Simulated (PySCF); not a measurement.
## Calculated data, CH7B2Ge, B3GeH6, AlGeH6NO

Calculation on a computer-drawn molecule: the log of a Hartree-Fock and frozen-core CCSD(T) single point meant for a local Hartree-Fock minimum, with one planted fault or none, to be diagnosed. Offsets are logged minus clean, where the clean run is the same molecule without the fault. The reference is restricted for singlets and unrestricted otherwise, and also for a bond in bohr or an excited solution. Adding or removing an electron swaps singlet and doublet. The excited solution moves the top pair (singlet) or top alpha electron (doublet) to the lowest empty orbital. Highest occupied and lowest empty are orbital energies over both spins, largest force is the largest gradient component, triples share is (T) over the correlation energy, the T1 limit is 0.02 restricted and 0.045 unrestricted, electrons count all cores, a negative frequency is imaginary (commonest isotopes), and the dipole is about the centre of nuclear charge; on germanium a core potential holds 10 electrons, which the energies leave out, and 3d is frozen in MP2 and coupled-cluster steps. Program: PySCF 2.14.0.

Common to all runs: meant basis and core potential on germanium cc-pVDZ-PP ECP10MDF; logged SCF converged yes; logged CC converged yes; logged SCF stable within its kind yes; possible faults no fault, one electron removed, one electron added, multiplicity raised by two, geometry at a saddle point, SCF held on an excited solution, minimal basis STO-3G, one bond length entered in bohr, all coordinates scaled.

(1) 
```xyz
11
formula=CH7B2Ge meant_charge=0 meant_multiplicity=2 meant_basis=cc-pVDZ logged_electrons=54 logged_basis_functions=100 logged_spin_squared=0 logged_highest_occupied=-17.344 logged_lowest_empty=-5.7145 logged_largest_force=0.068994 logged_T1_diagnostic=0.016969 logged_D1_diagnostic=0.05016 logged_triples_share=0.02986 logged_dipole_magnitude=3.6979 logged_energy_HF=-384.34124 logged_energy_CCSD(T)=-384.79294
B     -2.5122    -2.0572    -0.2055
C     -2.0192    -0.5919     0.0752
B     -0.4623    -0.5170    -0.0602
Ge     0.8797     0.8955    -0.7814
H     -2.9996    -2.3544    -1.2630
H     -2.3708    -2.9118     0.6250
H     -2.1336    -0.3784     1.1533
H     -2.5298     0.1882    -0.4967
H      0.2171     2.1754    -1.3227
H      1.7007     0.2717    -1.9181
H      1.8471     1.3009     0.3381
```

Units: logged_highest_occupied, logged_lowest_empty in eV; logged_largest_force in hartree/bohr; logged_dipole_magnitude in debye; logged_energy_HF, logged_energy_CCSD(T) in hartree.

Drawn bonds:
```
atom  other atom  order
   1           2      1
   2           3      1
   3           4      1
   1           5      1
   1           6      1
   2           7      1
   2           8      1
   4           9      1
   4          10      1
   4          11      1
```

(2) 
```xyz
10
formula=B3GeH6 meant_charge=1 meant_multiplicity=1 meant_basis=cc-pVDZ logged_electrons=51 logged_basis_functions=95 logged_spin_squared=0.7814 logged_highest_occupied=-22.546 logged_lowest_empty=-13.535 logged_largest_force=0.048874 logged_T1_diagnostic=0.022249 logged_D1_diagnostic=0.060848 logged_triples_share=0.030769 logged_dipole_magnitude=4.1378 logged_energy_HF=-370.0345 logged_energy_CCSD(T)=-370.39404
B      1.0775    -1.3424     2.3194
B     -0.1578    -1.5399     1.1834
B     -1.5064    -0.5219     1.1675
Ge    -0.0184    -3.0287    -0.1890
H      1.9981    -0.6238     2.0673
H      1.0095    -1.9132     3.3667
H     -2.4670    -0.8093     1.8170
H     -1.4786     0.4802     0.5175
H     -0.5670    -4.4232     0.0482
H      0.6438    -2.8439    -1.5416
```

Units: logged_highest_occupied, logged_lowest_empty in eV; logged_largest_force in hartree/bohr; logged_dipole_magnitude in debye; logged_energy_HF, logged_energy_CCSD(T) in hartree.

Drawn bonds:
```
atom  other atom  order
   1           2      1
   2           3      1
   2           4      1
   1           5      1
   1           6      1
   3           7      1
   3           8      1
   4           9      1
   4          10      1
```

(3) 
```xyz
10
formula=AlGeH6NO meant_charge=0 meant_multiplicity=1 meant_basis=cc-pV(D+d)Z logged_electrons=66 logged_basis_functions=104 logged_spin_squared=0 logged_highest_occupied=-11.616 logged_lowest_empty=2.0624 logged_largest_force=0.12281 logged_T1_diagnostic=0.011177 logged_D1_diagnostic=0.033222 logged_triples_share=0.020313 logged_dipole_magnitude=0.94562 logged_energy_HF=-668.0541 logged_energy_CCSD(T)=-668.61693
O      1.1764    -1.9767     0.5371
Ge    -0.2837    -1.9385    -0.1513
N     -0.7709    -0.3722    -0.4210
Al    -1.0855     0.4342    -1.7837
H      1.7954    -1.5743     0.0996
H     -0.2522    -2.5782    -1.3803
H     -1.0838    -2.5735     0.7791
H     -0.8946     0.0823     0.3630
H     -0.8901    -0.2373    -3.0312
H     -1.5389     1.7884    -1.6892
```

Units: logged_highest_occupied, logged_lowest_empty in eV; logged_largest_force in hartree/bohr; logged_dipole_magnitude in debye; logged_energy_HF, logged_energy_CCSD(T) in hartree.

Drawn bonds:
```
atom  other atom  order
   1           2      1
   2           3      1
   3           4      1
   1           5      1
   2           6      1
   2           7      1
   3           8      1
   4           9      1
   4          10      1
```

Questions
1. Which fault was planted in the run of CH7B2Ge (entry 1)?
2. Which fault was planted in the run of B3GeH6 (entry 2)?
3. AlGeH6NO (entry 3): planted fault?

## Answers
1. one electron removed
2. one electron removed
3. all coordinates scaled, by -9.3 %

Further results for CH7B2Ge (entry 1):

* HF energy offset from clean run: 163.3 kcal/mol
* CCSD(T) energy offset from clean run: 167.9 kcal/mol

Further results for B3GeH6 (entry 2):

- HF energy offset from clean run: 342.1 kcal/mol
- CCSD(T) energy offset from clean run: 357.3 kcal/mol

Further results for AlGeH6NO (entry 3):

* HF energy offset from clean run: 68.96 kcal/mol
* CCSD(T) energy offset from clean run: 80.86 kcal/mol
